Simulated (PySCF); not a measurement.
## Magnetic susceptibility: `C#CC1(C=C)C[Se]C1`, C₇H₈Se

Molfile (atoms numbered from 1):
```
C7H8Se
     RDKit          3D

 16 16  0  0  0  0  0  0  0  0999 V2000
   -1.0354    2.3732    0.7110 C   0  0  0  0  0  0  0  0  0  0  0  0
   -0.6692    1.2677    0.4360 C   0  0  0  0  0  0  0  0  0  0  0  0
   -0.2370   -0.0795    0.1033 C   0  0  0  0  0  0  0  0  0  0  0  0
    1.2130   -0.1949    0.4909 C   0  0  0  0  0  0  0  0  0  0  0  0
    2.2313   -0.0175   -0.3288 C   0  0  0  0  0  0  0  0  0  0  0  0
   -1.1409   -1.1230    0.7904 C   0  0  0  0  0  0  0  0  0  0  0  0
   -2.1706   -1.4807   -0.8626 Se  0  0  0  0  0  2  0  0  0  0  0  0
   -0.5772   -0.4154   -1.3614 C   0  0  0  0  0  0  0  0  0  0  0  0
   -1.3545    3.3436    0.9494 H   0  0  0  0  0  0  0  0  0  0  0  0
    1.3753   -0.4117    1.5392 H   0  0  0  0  0  0  0  0  0  0  0  0
    3.2492   -0.0979    0.0116 H   0  0  0  0  0  0  0  0  0  0  0  0
    2.0962    0.2218   -1.3707 H   0  0  0  0  0  0  0  0  0  0  0  0
   -0.5979   -2.0166    1.0989 H   0  0  0  0  0  0  0  0  0  0  0  0
   -1.7488   -0.7441    1.6106 H   0  0  0  0  0  0  0  0  0  0  0  0
   -0.8067    0.4400   -1.9941 H   0  0  0  0  0  0  0  0  0  0  0  0
    0.1655   -1.0563   -1.8352 H   0  0  0  0  0  0  0  0  0  0  0  0
  1  2  3  0
  2  3  1  0
  3  4  1  0
  4  5  2  0
  3  6  1  0
  6  7  1  0
  7  8  1  0
  8  3  1  0
  1  9  1  0
  4 10  1  0
  5 11  1  0
  5 12  1  0
  6 13  1  0
  6 14  1  0
  8 15  1  0
  8 16  1  0
M  END
```

Theory: GIAO wB97X-D/pcSseg-1 magnetisability, rotational g tensor and spin-rotation constants, non-relativistic, gas phase (PySCF). Geometry: GFN2-xTB.

The calculation is non-relativistic, which matters for the atoms heavier than Zn.

(1) What are the magnetisability and the molar susceptibility?

(2) Split it along the inertial axes a, b, c into diamagnetic and paramagnetic parts about the centre of mass, with the quadrupole moment.

(3) And the rotational g tensor?

## Answers

(1) Isotropic -1461 × 10⁻³⁰ J/T², or -88.0 × 10⁻⁶ cm³/mol; principal values -1586, -1495, -1302 × 10⁻³⁰ J/T², anisotropy 251 × 10⁻³⁰ J/T² (root of half the summed squared differences of the principal values). The susceptibility is in cgs units.

(2) 
| axis | χ (10⁻⁶ cm³/mol) | diamagnetic (10⁻⁶ cm³/mol) | paramagnetic (10⁻⁶ cm³/mol) | summed x² of all electrons (Å²) | quadrupole Θ (D Å) |
| --- | --- | --- | --- | --- | --- |
| a | -92.9 | -646.7 | 553.8 | 246.3 | -5.06 |
| b | -81.4 | -1245.3 | 1163.9 | 105.2 | +1.41 |
| c | -89.7 | -1491.0 | 1401.3 | 47.3 | +3.66 |

Anisotropies 2χaa − χbb − χcc = -14.7 and 2χbb − χaa − χcc = +19.8 × 10⁻⁶ cm³/mol. Θ is traceless in Buckingham's convention.

(3) 
| axis | rotational constant (GHz) | g | nuclear part | electronic part |
| --- | --- | --- | --- | --- |
| a | 2.3370 | -0.0095 | 0.5986 | -0.6080 |
| b | 0.9739 | -0.0109 | 0.5215 | -0.5325 |
| c | 0.8065 | -0.0064 | 0.5245 | -0.5310 |

Asymmetric top; isotopes 12C, 1H, 80Se; no vibrational averaging.
